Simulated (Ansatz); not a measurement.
Mulliken charges of `[SH][Ga][SH]` radical from r2SCAN/def2-TZVPP in Ansatz (PBE0-D4/def2-TZVP geometry).

```
atom   x (Å)   y (Å)   z (Å)  charge (e)
  S1  -1.471   0.396  -0.582      -0.263
 Ga2   0.710  -0.073  -0.693       0.307
  S3   1.742  -0.530   1.232      -0.267
  H4  -1.596   0.577  -1.907       0.115
  H5   0.615  -0.371   1.950       0.108
```

**Question.** By hand: the dipole of these point charges (1 e Å = 4.8032 D).

**Answer.** Σ q r = (0.023, 0.041, -0.397) e Å, of length 0.400 e Å = 1.92 D.

**Question.** How does the dipole of the full density compare? (Estimate.)

**Answer.** Ansatz gave: (-0.044, 0.039, -0.258) e Å, 1.27 D; the point charges give 1.51 times that, at 13° from its direction.

Point charges leave out the atoms' own dipoles, such as those of lone pairs, and Mulliken's split depends on the basis, so the two needn't agree.
